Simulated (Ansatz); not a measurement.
Born–Oppenheimer molecular dynamics of ClHOZn (4 atoms, charge 0, multiplicity 1). It goes on from the last frame of an earlier run, with new velocities.

Computed with RKS B3LYP-D4/def2-SVP in Ansatz 0.2.0.

```json
{
 "ensemble": "NVT, Langevin thermostat",
 "time step": "0.25 fs",
 "steps asked": "250",
 "set temperature": "300 K",
 "friction": "0.005 /fs",
 "seed": "641305"
}
```

First frame:

```xyz
4
Properties=species:S:1:pos:R:3
Zn 0.138 -0.170 0.044
Cl -0.115 0.127 2.111
O -0.258 0.111 -1.625
H 0.394 0.524 -2.214
```

Problem. How far do the bonds stretch over the last three quarters of this one trajectory? (Pairs bonded in most of those frames.)

Solution. 
```tsv
bond	mean (Å)	spread (Å)	shortest	longest
Zn1–Cl2	2.118	0.009	2.10	2.13
Zn1–O3	1.789	0.021	1.76	1.82
O3–H4	0.968	0.027	0.92	1.02
```

Mean temperature of the second half: 219 K. The mean temperature of the second half is 27 % below the set value. A run of 0.062 ps of so small a system gives no equilibrium averages.

Time of the run: 6.7 min on 1 thread of Intel(R) Xeon(R) Platinum 8488C (Sapphire Rapids), with other jobs on the host, peak memory 0.15 GiB.
